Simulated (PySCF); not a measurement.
C4H9NSi.
Numbering: `[CH2:1]=[N:2][SiH:3]1[CH2:4][CH2:5][CH2:6]1` (hydrogens: H7, H8 on C1; H9 on Si3; H10, H11 on C4; H12, H13 on C5; H14, H15 on C6)

The same species was optimised twice, with GFN2-xTB and with PBE0-D3(BJ)/def2-SVP (PySCF), and the same property calculations (PySCF, gas phase) were run on both structures.

```tsv
coordinate	GFN2-xTB	PBE0-D3(BJ)/def2-SVP	change
N2–Si3 (Å)	1.719	1.758	+0.039
Si3–C4 (Å)	1.906	1.886	-0.020
Si3–C6 (Å)	1.906	1.887	-0.019
C5–C6 (Å)	1.539	1.554	+0.015
C4–C5 (Å)	1.539	1.554	+0.015
C1=N2 (Å)	1.249	1.262	+0.013
C1–N2–Si3 (°)	133.1	124.9	-8.2
N2–Si3–C6 (°)	111.1	116.9	+5.8
N2–Si3–C4 (°)	111.2	116.7	+5.5
Si3–C6–C5 (°)	90.6	86.6	-4.0
Si3–C4–C5 (°)	90.6	86.7	-3.9
C4–Si3–C6 (°)	76.4	78.9	+2.5
C4–C5–C6 (°)	100.0	100.9	+0.9
C1–N2–Si3–C4 (°)	139	133	-6
```

Rotational constants: A = 7185, B = 1774, C = 1644 MHz (GFN2-xTB) against A = 7577, B = 1750, C = 1591 MHz (PBE0-D3(BJ)/def2-SVP).

On the GFN2-xTB structure: lowest singlet, TDDFT (eV) 3.96 [PBE0/def2-SVPD]; lowest triplet, Tamm–Dancoff (eV) 3.34 [PBE0/def2-SVPD]; isotropic polarisability (au) 81.3 [PBE0/def2-SVPD]; HOMO (eV) -7.04 [PBE0/def2-SVPD]; LUMO (eV) -1.04 [PBE0/def2-SVPD]; dipole (D) 1.37 [PBE0/def2-SVPD].

Problem. What do these properties become on the PBE0-D3(BJ)/def2-SVP structure?

Solution. 
| property | level | on GFN2-xTB | on PBE0-D3(BJ)/def2-SVP | change |
| --- | --- | --- | --- | --- |
| lowest singlet, TDDFT (eV) | PBE0/def2-SVPD | 3.96 | 4.00 | +0.04 |
| lowest triplet, Tamm–Dancoff (eV) | PBE0/def2-SVPD | 3.34 | 3.36 | +0.02 |
| isotropic polarisability (au) | PBE0/def2-SVPD | 81.3 | 81.7 | +0.4 |
| HOMO (eV) | PBE0/def2-SVPD | -7.04 | -7.08 | -0.04 |
| LUMO (eV) | PBE0/def2-SVPD | -1.04 | -1.02 | +0.02 |
| dipole (D) | PBE0/def2-SVPD | 1.37 | 0.97 | -0.40 |
| energy, GFN2-xTB geometry as zero (kcal/mol) | PBE0/def2-SVPD | 0.0 | -4.6 | -4.6 |

The heavy atoms differ by 0.150 Å rms after alignment. Among bonds between heavy atoms N2–Si3 changes most (+0.039 Å). Changes are differences of the printed values. Neither structure is proved a minimum here.

Conformer computed: `[CH2:1]=[N:2][SiH:3]1[CH2:4][CH2:5][CH2:6]1`: C1–N2–Si3–C4 133°.
